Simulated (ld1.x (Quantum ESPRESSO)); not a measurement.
Which change was made? (I, TM)

```
Element                 : iodine (I)
Generator               : ld1.x (Quantum ESPRESSO) 7.5
Type                    : norm-conserving Troullier–Martins (Kleinman–Bylander form)
Functional              : PBE
Relativity              : fully relativistic
Frozen core             : [Kr] 4d10
Valence charge          : 7
Reference configuration : 5s2 5p5
Partial waves           : 5s (bound): rc 1.75 bohr; 5p (bound): rc 1.75 bohr; 5d channel at 0.4 Ry: rc 1.85 bohr
Local potential         : all-electron potential smoothed inside 1.50 bohr (lloc = -1)
Core correction         : a·sin(br)/r model core inside 1.05 bohr
```

Open shells are filled in proportion to 2j + 1 (rel_dist='average').

Cutoffs, loose and tight: the cutoffs (Ry, on a coarse ladder) from which the occupation-weighted sum of valence levels, in a spherical-Bessel basis at the reference potential, stays within 10 and 1 mRy of its value at 400 Ry. They do not see the model core or the augmentation charge, which bear on the density cutoff. Test errors are all-electron minus pseudo excitation energies from the reference, over the configurations 5s2 5p4; 5s2 5p3; 5s2 5p2; 5s1 5p6; 5s2 5p4.5; 5s1 5p5; 5s2 5p5.3; variants that change the core or the reference have their own tests.

The base gives: outcome: generated; cutoff, loose: 35 Ry; cutoff, tight: 70 Ry; bound ghosts: s; largest test error (meV): +72.

Problem. After one change the result is: outcome: generated; cutoff, loose: 35 Ry; cutoff, tight: 70 Ry; bound ghosts: d5/2, s; largest test error (meV): +72. Which change was it?
A. wave 5d channel at 0.4 Ry: rc 1.85 bohr becomes 5d channel at 0.4 Ry: rc 1.76 bohr
B. wave 5d channel at 0.4 Ry: rc 1.85 bohr becomes 5d channel at 0.4 Ry: rc 1.42 bohr
C. wave 5d channel at 0.4 Ry: rc 1.85 bohr becomes 5d channel at 0.4 Ry: rc 1.24 bohr

Solution. A. The others give: wave 5d channel at 0.4 Ry: rc 1.85 bohr becomes 5d channel at 0.4 Ry: rc 1.42 bohr → outcome: generated; cutoff, loose: 35 Ry; cutoff, tight: 70 Ry; bound ghosts: d3/2, d5/2, s; largest test error (meV): +72 | wave 5d channel at 0.4 Ry: rc 1.85 bohr becomes 5d channel at 0.4 Ry: rc 1.24 bohr → outcome: generated; cutoff, loose: 35 Ry; cutoff, tight: 70 Ry; bound ghosts: s, d3/2, d5/2; largest test error (meV): +72.
